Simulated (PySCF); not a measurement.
Stepwise substitution at one centre (Ge OCH3-I). Gas-phase values, no solvent. One relaxed conformer stands for each flexible species; it need not be the lowest. Strings in code marks are SMILES.

Calculation: PySCF with M06-2X/def2-TZVP // PBE0-D3(BJ)/def2-SVP. All candidates: neutral, multiplicity 1. Delta-SCF ions had no search for a lower state. 

* **vertical ionisation energy (Delta-SCF)**: 9.91 eV
* **HOMO**: -9.11 eV
* **HOMO–LUMO gap**: 9.12 eV

Question: Name which member has these values.
A) `C[O][Ge]([I])([I])[I]` (C–O–Ge–I torsion 180°)
B) `C[O][Ge]([I])([I])[O]C` (C–O–Ge–I torsion -63°, I–Ge–O–C torsion -178°)
C) `C[O][Ge]([I])([O]C)[O]C`
D) `C[O][Ge]([O]C)([O]C)[O]C`

Answer: C, `C[O][Ge]([I])([O]C)[O]C`. The others give `C[O][Ge]([I])([I])[I]` (C–O–Ge–I torsion 180°): 9.85 eV, -8.88 eV, 6.93 eV; `C[O][Ge]([I])([I])[O]C` (C–O–Ge–I torsion -63°, I–Ge–O–C torsion -178°): 9.82 eV, -8.91 eV, 7.78 eV; `C[O][Ge]([O]C)([O]C)[O]C`: 10.45 eV, -9.70 eV, 10.86 eV
